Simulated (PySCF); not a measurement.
Be(Me)2 (C2H6Be), SMILES [Be]([CH3])[CH3]. Atoms are numbered in the order given.

```xyz
9

Be     0.0000     0.0000     0.0000
C      0.0000     0.0000    -1.6807
H      0.8834     0.4978    -2.0961
H     -0.8728     0.5162    -2.0961
H     -0.0106    -1.0140    -2.0961
C      0.0000     0.0000     1.6807
H      0.8834    -0.4978     2.0961
H     -0.8728    -0.5162     2.0961
H     -0.0106     1.0140     2.0961
```
Charge 0, spin multiplicity 1.

Coordinates come from a r2SCAN-D4/def2-TZVP optimisation. The isomer is the one that the SMILES or the coordinates give; other isomers of the formula were not compared.

Two levels are set side by side: PBE/pcSseg-2 (PySCF) and KT2/pcSseg-2 (PySCF). GIAO shifts against TMS (¹H), TMS (¹³C) at the same level; non-relativistic, no solvent, atoms listed together averaged. Differences are taken from unrounded values.

| quantity | PBE |
|---|---|
| δ(¹³C) of C2, C6 (ppm) | -14.7 |
| δ(¹H) of H3, H4, H5, H7, H8, H9 (ppm) | -0.71 |

**Question.** These are the PBE values. What does KT2 give? (Estimate from the structure and the level; the computed values follow.)

**Answer.** 
```csv
quantity,KT2,PBE minus KT2
"δ(¹³C) of C2, C6 (ppm)",-13.3,-1.4
"δ(¹H) of H3, H4, H5, H7, H8, H9 (ppm)",-0.71,0.00
```

Rough cost on one machine, each run with all the roots and properties that it gave: KT2 against PBE within a factor of 2.
